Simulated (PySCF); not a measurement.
Scandium: a sound run and one with changed settings

Sound run: Sc [Ar] 3d1 4s2, Sc⁺ [Ar] 3d1 4s1. Computed with PySCF 2.14 in 6-31G* (5s4p2d1f, 34 functions), with the non-relativistic Hamiltonian (point nucleus). In the sound run the correlated levels freeze [Ar]. The sound run starts from symmetry-adapted Hartree-Fock orbitals and uses a fine grid where one is needed.

Changed run: basis STO-3G. This setting is unsound on purpose.

```
species  method  sound run (hartree)  changed run (hartree)  converged
     Sc     UHF           -759.67571             -751.99361        yes
     Sc  M06-2X           -760.54500             -752.81587        yes
     Sc     MP2           -759.69640             -752.02170        yes
    Sc⁺     UHF           -759.47888             -751.82319        yes
    Sc⁺  M06-2X           -760.29591             -752.57214        yes
    Sc⁺     MP2           -759.48027             -751.82319        yes
```

Ionisation energy of Sc:

```csv
method,sound run (eV),changed run (eV)
UHF,5.356,4.637
BP86,6.558,6.489
M06-2X,6.778,6.632
MP2,5.881,5.402
SCS-MP2,5.987,5.555
```

A minimal basis cannot let orbitals breathe on ionisation and holds almost no correlation.

For comparison, NIST gives 6.561 eV between the lowest levels.
